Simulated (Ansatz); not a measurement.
Basis-set extrapolation for `O[SiH](O)N[SiH3]` (PBE0-D4/def2-TZVP geometry, frozen core, Ansatz 0.2.0). Multiplicity 1, RHF reference.

```csv
,def2-TZVPP,def2-QZVPP
HF,-786.408538,-786.437983
MP2 correlation,-0.938725,-1.012886
CCSD(T) correlation,-1.012449,not run
```

Energies in hartree. Use E(X) = E(∞) + A·exp(−7.88·√X) for Hartree–Fock and E(X) = E(∞) + B·X^(−2.97) for correlation, with X = 3 and 4, and add CCSD(T) minus MP2 of the smaller set to the MP2 limit.

Q: What is the CCSD(T) energy at the basis-set limit?

A: HF limit: -786.437983 + (-0.029445) × 0.13774 = -786.44204. MP2 limit: -1.012886 + (-0.074161) × 0.74074 = -1.06782. Higher-order term: -1.012449 − (-0.938725) = -0.07372. Total: -787.58358 hartree, 426.9 kJ/mol below CCSD(T)/def2-TZVPP.
